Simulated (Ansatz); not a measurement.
Total energies of `F[Si]1(F)O[SiH2]1`.

```tsv
atom	x (Å)	y (Å)	z (Å)
F1	-0.837	-2.209	-0.221
Si2	0.144	-0.982	-0.363
F3	1.430	-1.562	-1.070
O4	0.438	-0.170	1.041
Si5	-0.268	1.098	0.121
H6	-1.555	1.599	0.658
H7	0.647	2.227	-0.167
```

Total charge 0; spin multiplicity 1. Geometry: relaxed with PBE0-D4/def2-TZVP. Basis def2-TZVPP, Ansatz 0.2.0.

RPA on PBE orbitals: Hartree–Fock energy of these orbitals -853.01122 Eh, correlation -1.48965 Eh (frozen core).

| functional | kind | energy without D4 (Eh) | D4 term (kJ/mol) |
| --- | --- | --- | --- |
| LDA (SPW92) | LDA | -851.29340 | – |
| PBE | GGA | -854.83978 | -15.9 |
| revPBE | GGA | -855.18310 | -45.6 |
| BLYP | GGA | -855.37930 | -35.0 |
| r2SCAN | meta-GGA | -855.24174 | -3.6 |
| PBE0 | global hybrid, 25 % exact exchange | -854.89147 | -13.3 |
| B3LYP | global hybrid, 20 % | -855.44531 | -26.0 |
| r2SCANh | meta-GGA hybrid, 10 % | -855.22182 | -3.8 |
| HSE06 (plane-wave form) | screened hybrid | -854.86745 | -12.5 |
| BHLYP | global hybrid, 50 % | -855.30186 | -21.2 |
| CAM-B3LYP | range-separated hybrid | -855.35607 | -13.6 |
| ωB97X-V | range-separated hybrid GGA with VV10 | -855.22036 | – |
| ωB97M-V | range-separated hybrid meta-GGA with VV10 | -855.30468 | – |
| PBE-QIDH | double hybrid | -854.69218 | – |

Give the same for B97M-V, r2SCAN0, LC-ωPBE, B2PLYP. (Estimate.)

Computed: 
```
functional                         kind  energy without D4 (Eh)  D4 term (kJ/mol)
    B97M-V           meta-GGA with VV10              -855.16612                 –
   r2SCAN0        meta-GGA hybrid, 25 %              -855.19335              -4.3
   LC-ωPBE  long-range corrected hybrid              -855.06688                 –
    B2PLYP                double hybrid              -855.02108                 –
```

B3LYP takes the VWN-RPA correlation (the form of Gaussian; ORCA's B3LYP/G). HSE06 is the plane-wave form, built on full-range PBE exchange. The double hybrids freeze the cores in their second-order part.

LC-ωPBE has ω = 0.4 bohr⁻¹.
